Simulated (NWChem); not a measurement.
Molecule: WH5Cl; SMILES [Cl][WH5]

Results from NWChem. def2 effective core potentials on W; no spin-orbit coupling. The level has its own optimisation; frequencies are unscaled.

**Question.** What does the run give for LDA (Slater exchange, VWN5)/def2-SVP? Quantities: r Cl–W (Å); highest harmonic frequency (cm⁻¹); lowest (cm⁻¹); zero-point energy (kcal/mol).

**Answer.** r Cl–W (Å): 2.369
highest harmonic frequency (cm⁻¹): 2096
lowest (cm⁻¹): 333
zero-point energy (kcal/mol): 24.4
